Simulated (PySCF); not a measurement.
**Yb(OH)3 relaxed at several levels**

Computed with PySCF 2.14.0, def2-SVP on the ligands, density fitting, scalar-relativistic core potentials, no spin-orbit coupling, vacuum. Each row is relaxed at its own level from the same template. Distances are means of the shortest metal–ligand contacts, charges and spins Mulliken's; removal energies are rigid, with the ligand's formal charge and no counterpoise, so too large; for an anion taken off a cation in vacuum most of it is the attraction of opposite charges, and multiply charged cations can part far more cheaply with an electron moved from ligand to metal. lcecp potentials hold a fixed number of 4f electrons in the core, out of states, spins and gaps.

```
 level      basis on the metal  point group  M–OH (Å)  charge on M (e)  dipole (D)  removal of one OH (eV)  strongest infrared band, degenerate modes summed (cm⁻¹)  unstable modes (below −25 cm⁻¹)
   PBE  lcecp-1-SVP with ECP59          D3h     2.010             0.83        0.01                   11.64                                                      345                                0
r2SCAN  lcecp-1-SVP with ECP59   nearly D3h     2.008             1.03        0.07                   11.57                                                        –                        not given
```

Problem. What does the calculation give for PBE0, lcecp-1-SVP with ECP59?

Solution. point group: D3h, M–OH (Å): 2.001, charge on M (e): 1.05, dipole (D): 0.01, removal of one OH (eV): 11.54, strongest infrared band, degenerate modes summed (cm⁻¹): 373, unstable modes (below −25 cm⁻¹): 0.
```xyz
7

Yb    0.0000    0.0000    0.1427
O     2.0013    0.0000    0.1448
H     2.9557    0.0000    0.1467
O    -1.0007    1.7332    0.1448
H    -1.4779    2.5597    0.1467
O    -1.0007   -1.7332    0.1448
H    -1.4778   -2.5597    0.1467
```

One start shape was tried for each, so a minimum needn't be the lowest isomer.
